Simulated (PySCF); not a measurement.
Sn(Cl)3(NH2) (Cl3H2NSn), SMILES [NH2][Sn]([Cl])([Cl])[Cl].

Geometry: B3LYP-D3(BJ)/def2-SVP. The structure was generated by enumeration; whether it is a known compound was not checked. The def2 effective core potentials stand for the cores of Sn; spin–orbit coupling is left out. The values are those of a single conformer.

Level of theory: PySCF with PBE/def2-TZVP.

```
Item                                                                                                           Result
---------------------------------------------------------------------------------------------  ----------------------
total energy                                                                                      -1650.44220 hartree
highest occupied level                                                                                       -7.22 eV
lowest empty level                                                                                           -3.74 eV
orbital gap                                                                                                   3.48 eV
dipole moment                                                                                                  2.65 D
quadrupole, principal values (traceless, Buckingham form, about the centre of nuclear charge)  -8.08, -0.83, 8.92 D·Å
mean static polarisability                                                                      85.8 bohr³ (12.71 Å³)
polarisability, principal values                                                               80.0, 88.3, 89.1 bohr³
```
